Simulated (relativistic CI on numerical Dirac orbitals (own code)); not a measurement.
## Hyperfine structure of Mo XXVI, mass number 97

Computed by Dirac-Coulomb-Breit CI, KLI orbitals optimised for each configuration, model QED, unscaled Slater integrals (own radial code, finite nucleus).

Configuration list (outside the closed core [Ne]): 3s²3p⁵, 3s3p⁶, 3s²3p⁴3d, 3s3p⁵3d, 3p⁶3d, 3s3p⁴3d², 3s²3p³3d4p, 3p⁶4s, 3s²3p⁴4s, 3s3p⁴3d4s, 3p⁶4p, 3s²3p⁴4p, 3s²3p³3d², 3s²3p²3d³, 3s3p³3d³, 3s²3p²3d²4s, 3s²3p²3d²4p. Double excitations out of closed p, d and f shells are left out; levels of such configurations are missing from the list, as are those of other unlisted configurations, and high levels can miss mixing partners.

Nuclear spin I = 5/2, μ = -0.9324 μN, Q = 0.255 b (tables of Stone and Pyykkö). The electronic factors are computed for point nuclear moments, without core polarisation or the Bohr-Weisskopf and QED corrections.

```tsv
Level	E (cm⁻¹)	A (GHz)	B (GHz)
3s²3p⁵ ²P°3/2	0	-10.23	-12.9
3s²3p⁵ ²P°1/2	186912	-58.61	
3s3p⁶ ²S1/2	784105	-131.6	
3s²3p⁴3d ⁴D3/2	886718	-8.94	-4.79
3s²3p⁴3d ⁴D5/2	888708	-7.1	-1.84
3s²3p⁴3d ⁴D7/2	909203	-5.811	0.761
3s²3p⁴3d ⁴F9/2	954196	-5.708	7.22
3s²3p⁴3d ⁴P1/2	1016249	-21.54
```

Levels with J = 0, under 50 % of one LS term, or S terms without an open s electron are left out. Small factors come from cancelling terms and can be off by tens of per cent or more.

At this charge energies of transitions that change n are usually good to better than 1 %, and those within a shell (Δn = 0) to a few per cent.

Give the hyperfine levels of 3s²3p⁵ ²P°1/2 relative to its centre of gravity.

With K = F(F + 1) − I(I + 1) − J(J + 1), E = AK/2: F = 2: 102.6, F = 3: -73.26 GHz.

LS names give the leading component of a level, which can be under half, so a name can repeat, a term be missing and a line seem to break the LS rules.
